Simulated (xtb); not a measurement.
xtb input:

```bash
xtb mol.xyz --gfn 1 --sp --chrg 0 --uhf 0
```
mol.xyz:
```
17

Al     0.66689785     1.51742454     0.19020573
N     -0.15924186    -0.36233061    -0.04541732
C     -0.36549103    -0.96648634     1.28730784
C      0.76547307    -1.19681518    -0.84055067
C     -1.45330757    -0.23338039    -0.74717583
H      2.01873252     1.13100823     0.95053792
H      0.79326277     1.95688202    -1.34139102
H     -0.48081447     2.21635687     1.05572848
H     -0.80309610    -1.96512733     1.19280507
H      0.59145543    -1.03621611     1.80056031
H     -1.03101187    -0.33171139     1.86883998
H      1.72002469    -1.26605723    -0.32279242
H      0.92456672    -0.72997880    -1.81049389
H      0.35249917    -2.20047248    -0.98139589
H     -1.28951562     0.23141591    -1.71731679
H     -2.11652494     0.39984221    -0.16133564
H     -1.91460410    -1.21605512    -0.88598745
```

Task: What final total energy does it print?

Result: -17.29957 Eh (GFN1-xTB).
